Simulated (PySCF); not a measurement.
SMILES C=[CH][In]([CH3])[NH2] (C₃H₈InN), singlet (PBE0/def2-SVP optimised geometry):

```
13

In     0.416     0.004     0.000
C      2.574     0.004     0.000
H      2.954     0.524     0.892
H      2.954     0.529    -0.889
H      2.962    -1.024    -0.003
C     -0.949     1.666     0.000
C     -2.276     1.519    -0.096
H     -0.559     2.689     0.076
H     -2.962     2.377    -0.099
H     -2.756     0.536    -0.179
N     -0.493    -1.806    -0.021
H      0.003    -2.689    -0.011
H     -1.494    -1.959     0.015
```

Computed with PySCF 2.14.0 with PBE0/def2-TZVP, def2 effective core potentials past Kr.

Task: What are the frontier orbital energies and the dipole moment?

Result: HOMO-2 -7.83 eV, HOMO-1 -7.35 eV, HOMO -6.58 eV, LUMO -0.90 eV, LUMO+1 0.02 eV; dipole moment 0.25 D.
